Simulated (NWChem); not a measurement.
Molecule: MgHSF; SMILES [SH][Mg][F]

```xyz
4

Mg     0.0229    -0.6195     0.0000
F      0.0112    -2.3577     0.0000
S      0.0574     1.6800     0.0000
H     -1.2940     1.7736     0.0000
```
Atoms are numbered in this order, from 1.

Results from NWChem. The geometry was optimised at B3LYP/6-31G* (spherical d). Vertical excitations in the gas phase; the lowest state need not have the same character in each row.

For level PBE/def2-SVPD, TDA:

lowest excitation, singlet (eV): 4.02
orbital gap (eV): 3.91

Q: Estimate the same quantities for level CAM-B3LYP/def2-SVPD, TDA.

A: The lowest excitation, singlet (eV) comes out as 4.57 and the orbital gap (eV) comes out as 7.77.
